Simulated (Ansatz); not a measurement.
WNCl₃. Charge 0, multiplicity 3. Geometry PBE0-D4/def2-SVP, that of the neutral singlet.

```csv
atom,x (Å),y (Å),z (Å)
W1,0.003,0.001,0.006
N2,0.760,0.145,1.467
Cl3,1.580,0.599,-1.506
Cl4,-1.744,1.435,0.134
Cl5,-0.599,-2.180,-0.102
```

In the def2 sets W takes a core potential; there is no spin–orbit coupling. At PBE0-D4/def2-TZVP a singlet of charge 0 lies 3.33 eV below the triplet at the same geometry.

Estimate the α-spin orbital energies around the gap (eV) in Ansatz with PBE-D4/def2-TZVP, r2SCAN-D4/def2-TZVP, PBE0-D4/def2-TZVP.


| orbital | PBE-D4/def2-TZVP | r2SCAN-D4/def2-TZVP | PBE0-D4/def2-TZVP |
| --- | --- | --- | --- |
| HOMO−5 | -9.15 | -9.56 | -10.64 |
| HOMO−4 | -8.59 | -8.98 | -10.07 |
| HOMO−3 | -8.49 | -8.96 | -9.97 |
| HOMO−2 | -8.29 | -8.77 | -9.89 |
| HOMO−1 | -8.05 | -8.45 | -9.49 |
| HOMO | -4.28 | -4.74 | -5.83 |
| LUMO | -4.03 | -4.02 | -3.36 |
| LUMO+1 | -2.20 | -2.33 | -1.63 |
| LUMO+2 | -1.86 | -1.89 | -1.21 |
| LUMO+3 | -1.55 | -1.52 | -0.97 |
| LUMO+4 | -0.86 | -0.40 | -0.16 |
| LUMO+5 | 1.86 | 2.37 | 2.53 |
| β HOMO | -7.74 | -8.11 | -9.06 |
| β LUMO | -7.59 | -7.51 | -6.85 |
